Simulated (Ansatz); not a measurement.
Species: ReCl (charge 0, quintet). The spin state was set by rule; other spins were not relaxed. SMILES: [Cl][Re]
Geometry from a B3LYP-D3(BJ)/def2-TZVP (Ansatz, a first-principles code) optimisation:
```
Re
Cl 1 2.2104
```
Charge 0, spin multiplicity 5.

Wanted: vertical electron affinity (to the sextet state of charge -1; a negative value means that the extra electron is unbound and the number depends on the basis; each state is the SCF solution reached for its spin; the UHF <S^2> is 8.90 for the sextet (pure: 8.75) and 6.64 for the quintet (pure: 6.00); for the quintet T1 is 0.086), in eV. Correlated levels leave the core frozen unless marked. UHF or UKS for open shells. Spin-orbit coupling is left out. Frozen are the shells of the preceding noble gas and the d and f shells that filled before the atom's block. Past Kr the def2 sets carry scalar-relativistic core potentials. Anions need diffuse functions: def2-D sets add few. CBS marks a two-point X^-3 extrapolation of the correlation energy; Hartree-Fock from the larger set.

| level | program | vertical electron affinity (eV) |
|---|---|---|
| SVWN5/def2-TZVPD | Ansatz | 1.65 |
| PBE/def2-TZVPD | Ansatz | 1.48 |
| r2SCAN/def2-TZVPD | Ansatz | 1.66 |
| B3LYP/def2-TZVPD | Ansatz | 1.47 |
| PBE0/def2-TZVPD | Ansatz | 1.57 |
| BHLYP/def2-TZVPD | Ansatz | 1.40 |
| CAM-B3LYP/def2-TZVPD | Ansatz | 1.51 |
| wB97M-V/def2-TZVPD | Ansatz | 1.54 |
| wB97X-V/def2-TZVPD | Ansatz | 1.41 |
| wB97X/def2-TZVPD | Ansatz | 1.40 |
| CCSD/def2-SVPD | Ansatz | 1.56 |
| CCSD/def2-TZVPPD | Ansatz | 1.60 |
| CCSD/def2-QZVPPD | Ansatz | 1.68 |
| CCSD/CBS(def2-TZVPPD,def2-QZVPPD) | Ansatz | 1.67 |
| CCSD(T)/def2-SVPD | Ansatz | 1.56 |
| CCSD(T)/def2-TZVPPD | Ansatz | 1.62 |
| CCSD(T)/def2-QZVPPD | Ansatz | 1.70 |
| CCSD(T)/CBS(def2-TZVPPD,def2-QZVPPD) | Ansatz | 1.71 |
